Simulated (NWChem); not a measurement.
Program: NWChem. System: Ga2, charge 0, spin multiplicity 3, at a geometry optimised with UPBE0/def2-SVP. The structure started from a generated list of species. Its SCF solution wasn't tested for a lower state. Level: UHF/def2-TZVP.

The NWChem input:

```
start mol
memory heap 200 mb stack 900 mb global 1100 mb
geometry units angstroms nocenter noautoz
  Ga     0.000000     0.000000     1.222654
  Ga     0.000000     0.000000    -1.222654
  symmetry group D2h
end
basis spherical
  * library def2-tzvp
end
scf
  uhf
  nopen 2
  maxiter 100
  thresh 1e-7
  semidirect memsize 60000000 filesize 0
  # guess.movecs holds the orbitals of an unrestricted PBE0 run
  vectors input guess.movecs output mol.movecs
end
task scf energy
```

Part of the output:

```
             Northwest Computational Chemistry Package (NWChem) 7.3.0
             --------------------------------------------------------

                                NWChem Input Module
                                -------------------

 Scaling coordinates for geometry "geometry" by  1.889725989
 (inverse scale =  0.529177249)

 Turning off AUTOSYM since
 SYMMETRY directive was detected!

                             Geometry "geometry" -> ""
                             -------------------------

 Output coordinates in angstroms (scale by  1.889725989 to convert to a.u.)

  No.       Tag          Charge          X              Y              Z
 ---- ---------------- ---------- -------------- -------------- --------------
    1 Ga                  31.0000     0.00000000     0.00000000     1.22265400
    2 Ga                  31.0000     0.00000000     0.00000000    -1.22265400

 Effective nuclear repulsion energy (a.u.)     207.9653509041

            Nuclear Dipole moment (a.u.)
            ----------------------------
        X                 Y               Z
 ---------------- ---------------- ----------------
     0.0000000000     0.0000000000     0.0000000000

      Symmetry information
      --------------------

 Group name             D2h
 Group number             26
 Group order               8
 No. of unique centers     1

      Symmetry unique atoms

     1


 Summary of "ao basis" -> "" (spherical)
 ------------------------------------------------------------------------------
       Tag                 Description            Shells   Functions and Types
 ---------------- ------------------------------  ------  ---------------------
 *                         def2-tzvp                  on all atoms

 Summary of "ao basis" -> "ao basis" (spherical)
 ------------------------------------------------------------------------------
       Tag                 Description            Shells   Functions and Types
 ---------------- ------------------------------  ------  ---------------------
 Ga                        def2-tzvp                16       48   6s5p4d1f

                                 NWChem SCF Module
                                 -----------------

  ao basis        = "ao basis"
  functions       =    96
  atoms           =     2
  alpha electrons =    32
  beta  electrons =    30
  charge          =   0.00
  wavefunction    = UHF
  use symmetry    = T
  symmetry adapt  = T

 Summary of "ao basis" -> "ao basis" (spherical)
 ------------------------------------------------------------------------------
       Tag                 Description            Shells   Functions and Types
 ---------------- ------------------------------  ------  ---------------------
 Ga                        def2-tzvp                16       48   6s5p4d1f

      Symmetry analysis of basis
      --------------------------

        ag         21
        au          5
        b1g         5
        b1u        21
        b2g        11
        b2u        11
        b3g        11
        b3u        11

 Forming initial guess at       0.1s

   Symmetry analysis of molecular orbitals - initial alpha
   -------------------------------------------------------

  Numbering of irreducible representations:

     1 ag          2 au          3 b1g         4 b1u         5 b2g
     6 b2u         7 b3g         8 b3u

  Orbital symmetries:

     1 b1u         2 ag          3 b1u         4 ag          5 b1u
     6 ag          7 b3g         8 b2g         9 b3u        10 b2u
[...]
    16      0.241659  1 Ga px                64     -0.241659  2 Ga px

 Vector   35  Occ=0.000000D+00  E= 4.402889D-02  Symmetry=b3g
              MO Center=  7.4D-17, -3.7D-17,  3.2D-16, r^2= 6.9D+00
   Bfn.  Coefficient  Atom+Function         Bfn.  Coefficient  Atom+Function
  ----- ------------  ---------------      ----- ------------  ---------------
    20      0.783920  1 Ga py                68     -0.783920  2 Ga py
    17      0.241659  1 Ga py                65     -0.241659  2 Ga py

                     UHF Final Beta Molecular Orbital Analysis
                     -----------------------------------------

 Vector   28  Occ=1.000000D+00  E=-1.197030D+00  Symmetry=b1u
              MO Center= -5.8D-18, -6.0D-18,  6.1D-12, r^2= 1.7D+00
   Bfn.  Coefficient  Atom+Function         Bfn.  Coefficient  Atom+Function
  ----- ------------  ---------------      ----- ------------  ---------------
    24      0.642879  1 Ga d  0              72     -0.642879  2 Ga d  0

 Vector   29  Occ=1.000000D+00  E=-4.796066D-01  Symmetry=ag
              MO Center= -3.1D-16,  8.7D-17,  8.5D-15, r^2= 2.7D+00
   Bfn.  Coefficient  Atom+Function         Bfn.  Coefficient  Atom+Function
  ----- ------------  ---------------      ----- ------------  ---------------
     5      0.465898  1 Ga s                 53      0.465898  2 Ga s
     6      0.252909  1 Ga s                 54      0.252909  2 Ga s
     4     -0.212184  1 Ga s                 52     -0.212184  2 Ga s

 Vector   30  Occ=1.000000D+00  E=-3.355217D-01  Symmetry=b1u
              MO Center=  6.9D-19,  7.3D-19,  1.7D-16, r^2= 4.8D+00
   Bfn.  Coefficient  Atom+Function         Bfn.  Coefficient  Atom+Function
  ----- ------------  ---------------      ----- ------------  ---------------
     5      0.454926  1 Ga s                 53     -0.454926  2 Ga s
     6      0.429551  1 Ga s                 54     -0.429551  2 Ga s
     4     -0.210203  1 Ga s                 52      0.210203  2 Ga s

 Vector   31  Occ=0.000000D+00  E=-3.693185D-03  Symmetry=ag
              MO Center= -2.9D-17, -5.7D-16,  3.7D-15, r^2= 6.4D+00
   Bfn.  Coefficient  Atom+Function         Bfn.  Coefficient  Atom+Function
  ----- ------------  ---------------      ----- ------------  ---------------
    21      0.459715  1 Ga pz                69     -0.459715  2 Ga pz
     6      0.349287  1 Ga s                 54      0.349287  2 Ga s
    18      0.290200  1 Ga pz                66     -0.290200  2 Ga pz

 Vector   32  Occ=0.000000D+00  E= 2.981205D-02  Symmetry=b3u
              MO Center=  2.5D-16,  6.4D-15,  1.6D-16, r^2= 5.6D+00
   Bfn.  Coefficient  Atom+Function         Bfn.  Coefficient  Atom+Function
  ----- ------------  ---------------      ----- ------------  ---------------
    19      0.460952  1 Ga px                67      0.460952  2 Ga px
    16      0.202761  1 Ga px                64      0.202761  2 Ga px

 Vector   33  Occ=0.000000D+00  E= 2.981205D-02  Symmetry=b2u
              MO Center=  2.6D-15, -5.8D-16, -6.8D-17, r^2= 5.6D+00
   Bfn.  Coefficient  Atom+Function         Bfn.  Coefficient  Atom+Function
  ----- ------------  ---------------      ----- ------------  ---------------
    20      0.460952  1 Ga py                68      0.460952  2 Ga py
    17      0.202761  1 Ga py                65      0.202761  2 Ga py

 center of mass
 --------------
 x =   0.00000000 y =   0.00000000 z =   0.00000000

 moments of inertia (a.u.)
 ------------------
         735.895248313686           0.000000000000           0.000000000000
           0.000000000000         735.895248313686           0.000000000000
           0.000000000000           0.000000000000           0.000000000000

  Mulliken analysis of the total density
  --------------------------------------

    Atom       Charge   Shell Charges
 -----------   ------   -------------------------------------------------------
    1 Ga  31    31.00   2.00  2.00  1.18  0.78  1.03  0.85  5.98  4.43  1.56  0.47  0.66  8.88  1.13 -0.03  0.07  0.00
    2 Ga  31    31.00   2.00  2.00  1.18  0.78  1.03  0.85  5.98  4.43  1.56  0.47  0.66  8.88  1.13 -0.03  0.07  0.00

  Mulliken analysis of the alpha density
  --------------------------------------

    Atom       Charge   Shell Charges
 -----------   ------   -------------------------------------------------------
    1 Ga  31    16.00   1.00  1.00  0.59  0.39  0.49  0.45  2.99  2.22  0.77  0.41  0.62  4.44  0.57 -0.01  0.06  0.00
    2 Ga  31    16.00   1.00  1.00  0.59  0.39  0.49  0.45  2.99  2.22  0.77  0.41  0.62  4.44  0.57 -0.01  0.06  0.00

   Mulliken analysis of the beta density
   -------------------------------------

    Atom       Charge   Shell Charges
 -----------   ------   -------------------------------------------------------
    1 Ga  31    15.00   1.00  1.00  0.59  0.39  0.54  0.40  2.99  2.21  0.78  0.06  0.04  4.45  0.56 -0.02  0.01  0.00
    2 Ga  31    15.00   1.00  1.00  0.59  0.39  0.54  0.40  2.99  2.21  0.78  0.06  0.04  4.45  0.56 -0.02  0.01  0.00

   Mulliken analysis of the spin density
   -------------------------------------

    Atom       Charge   Shell Charges
 -----------   ------   -------------------------------------------------------
    1 Ga  31     1.00  -0.00 -0.00 -0.00  0.00 -0.05  0.05  0.00  0.01 -0.01  0.36  0.59 -0.01  0.00  0.01  0.05  0.00
    2 Ga  31     1.00  -0.00 -0.00 -0.00  0.00 -0.05  0.05  0.00  0.01 -0.01  0.36  0.59 -0.01  0.00  0.01  0.05  0.00

       Multipole analysis of the density wrt the origin
       ------------------------------------------------

     L   x y z        total         alpha         beta         nuclear
     -   - - -        -----         -----         ----         -------
     0   0 0 0     -0.000000    -32.000000    -30.000000     62.000000

     1   1 0 0      0.000000     -0.000000      0.000000      0.000000
     1   0 1 0      0.000000     -0.000000      0.000000      0.000000
     1   0 0 1      0.000000     -0.000000      0.000000      0.000000

     2   2 0 0    -27.817150    -19.245064     -8.572086      0.000000
     2   1 1 0      0.000000      0.000000      0.000000      0.000000
     2   1 0 1     -0.000000     -0.000000     -0.000000      0.000000
     2   0 2 0    -27.817150    -19.245064     -8.572086      0.000000
     2   0 1 1     -0.000000      0.000000     -0.000000      0.000000
     2   0 0 2    -20.635545   -179.779893   -171.831655    330.976003

 Task  times  cpu:        2.0s     wall:        2.0s

 Total times  cpu:        2.1s     wall:        2.1s
```
